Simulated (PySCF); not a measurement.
## Trend along the chalcogens: MZr molecules

r²SCAN with triple-zeta basis sets in PySCF, for the lowest determinant that a PBE0 search found; no spin–orbit coupling. De refers to high-spin ground-configuration atoms. A positive dipole means M(−)Zr(+).

```csv
M,basis,state (unpaired electrons),Re (Å),ωe (cm⁻¹),De (eV),μ (D)
O,def2-TZVPP,"triplet (σ ↑, δ ↑)",1.731,961,n/a,3.96
S,def2-TZVPP,"triplet (σ ↑, δ ↑)",2.193,532,n/a,5.30
Se,def2-TZVPP,"triplet (σ ↑, δ ↑)",2.329,367,n/a,5.55
```

The shortest bond is that of ZrO (1.731 Å), the longest that of ZrSe (2.329 Å).

Down a group the atoms grow and get heavier, so bonds lengthen and wavenumbers fall; this series shows no clear exception.

De is left out where the level can put another filling of the metal’s s and d shells below the measured ground configuration, by anything from nothing to about 1 eV. Spin–orbit coupling is left out, which matters for elements this heavy, above all for dissociation energies. The state is the lowest single determinant that the PBE0 search found; with open d or f shells the true ground state can be another one.
